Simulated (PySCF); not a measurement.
Several compounds and their computed core spectra got separated.

Computed with delta-SCF UKS SCAN, pcX-2 on the ionised atom, pcseg-1 elsewhere, spin-free X2C in PySCF. Geometries: PBE0-D3(BJ)/def2-SVP; isolated species, one conformer each.

Line lists (1s up to Mg, 2p3/2 beyond, nothing for Br, Ga or Ge; areas count atoms within a level, one atom standing for each set equivalent by bonding):
1. C 1s: 291.57 (area 2), 292.27 (area 2), 292.70 (area 1) eV; N 1s: 406.03 eV
2. C 1s: 290.34 (area 2), 290.36 (area 1), 291.06 (area 2) eV; N 1s: 404.28 eV; Si 2p3/2: 106.53 eV
3. C 1s: 292.39 eV; O 1s: 538.01 eV; Si 2p3/2: 106.55 (area 1), 107.00 (area 1) eV
4. Si 2p3/2: 106.55 eV

Structures:
A. `[GaH3-][N+]1=CC=C(Br)C=C1`
B. `[SiH3][Ge@H]([GeH3])[c]1ccncc1`
C. `CO[SiH2][SiH3]`
D. `[SiH3][GeH2][GeH3]`

**Question.** Which list belongs to which compound?

**Answer.** 
- 1 = A: no other candidate has this set of levels. C 1s: 291.57 aromatic CH carbon (×2), 292.27 aromatic CH next to a ring nitrogen (×2), 292.70 aromatic C–Br carbon; N 1s: 406.03 nitrogen bonded to 2 C and Ga.
- 2 = B: no other candidate has this set of levels. C 1s: 290.34 aromatic CH carbon (×2), 290.36 substituted aromatic carbon, 291.06 aromatic CH next to a ring nitrogen (×2); N 1s: 404.28 pyridine-type nitrogen; Si 2p3/2: 106.53 SiH3 silicon.
- 3 = C: no other candidate has this set of levels. C 1s: 292.39 methoxy carbon; O 1s: 538.01 silyl ether oxygen; Si 2p3/2: 106.55 SiH3 silicon, 107.00 oxygen-bound silicon.
- 4 = D: no other candidate has this set of levels. Si 2p3/2: 106.55 SiH3 silicon.

The 2p values aren't plain energy differences: one relaxed spin-free 2p hole is combined with a matrix within the shell (ground-state 2p orbital-energy differences and spin–orbit coupling). 2p3/2, the mean of its two sublevels, lies a third of the splitting below the shell's mean and 2p1/2 two thirds above it; the statistical areas are 2:1. 2 of these hole states are spin-contaminated (⟨S²⟩ up to 0.88, against 0.75; counted from 0.85) and less certain.
